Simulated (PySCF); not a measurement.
SMILES [AsH3] (H3As) at its B3LYP/def2-SVP optimised geometry (Å):

```
4

As    -0.7391    -0.7650     0.0000
H     -0.7918    -0.8195    -1.5290
H      0.7918    -0.7650     0.0000
H     -0.7918     0.7650     0.0000
```

Calculation: B3LYP/def2-TZVP run with PySCF. Cells within 0.4 Å of a nucleus heavier than hydrogen are left out (blank, or x).

Map of the HOMO amplitude (bohr^(-3/2)) on the plane z = 0.0 Å; orbital energy -7.64 eV, overall sign arbitrary:

```
|4444444444444444444444444444444|
|4444444444444444444444444444444|
|4444444444444444444444444444444|
|4444444444444444444444444444444|
|4444444444444444444444444444444|
|4444444444444444444444444444444|
|4444444443333334444444444444444|
|4444444433333333344444444444444|
|4444444333333333334444444444444|
|4444444333222233333444444444444|
|4444444332211223333344444444444|
|4444444332100122333334444444444|
|4444444432101122333333444444444|
|4444444443211122233333344444444|
|4445555444322222222333334444444|
|4455555554432222222233334444444|
|4555566665543222222223333444444|
|45556677765xx322211122333444444|
|5555667886xxxx32211012333444444|
|5556678896xxxx43221012333444444|
|5556678997xxx454322122333444444|
|5556678999755665433223333444444|
|5555677899998765443333334444444|
|5555667889998765544333444444444|
|4555566788887765544444444444444|
|4555566677777665544444444444444|
|4455556666666655544444444444444|
|4455555556665555544444444444444|
|4445555555555555444444444444444|
|4444455555555554444444444444444|
|4444445555555544444444444444444|
```
Scale: ten equal steps from -0.150 (start of '0') to 0.181 (end of '9'), in the order '0123456789'; x runs from -3.00 to 3.00, y from -3.00 (bottom) to 3.00 (top).
